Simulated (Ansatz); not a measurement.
Basis-set extrapolation for CH₅AlO₂Si, SMILES `C[SiH]1[O][Al]1[OH]` (PBE0-D4/def2-TZVP geometry, frozen core, Ansatz 0.2.0). Multiplicity 1, RHF reference.

```tsv
	def2-TZVPP	def2-QZVPP
HF	-721.563795	-721.589532
MP2 correlation	-0.844369	-0.909151
CCSD(T) correlation	-0.907911	not run
```

Energies in hartree. Use E(X) = E(∞) + A·exp(−7.88·√X) for Hartree–Fock and E(X) = E(∞) + B·X^(−2.97) for correlation, with X = 3 and 4, and add CCSD(T) minus MP2 of the smaller set to the MP2 limit.

**Question.** What is the CCSD(T) energy at the basis-set limit?

**Answer.** HF limit: -721.589532 + (-0.025737) × 0.13774 = -721.59308. MP2 limit: -0.909151 + (-0.064782) × 0.74074 = -0.95714. Higher-order term: -0.907911 − (-0.844369) = -0.06354. Total: -722.61376 hartree, 89.1 kcal/mol below CCSD(T)/def2-TZVPP.
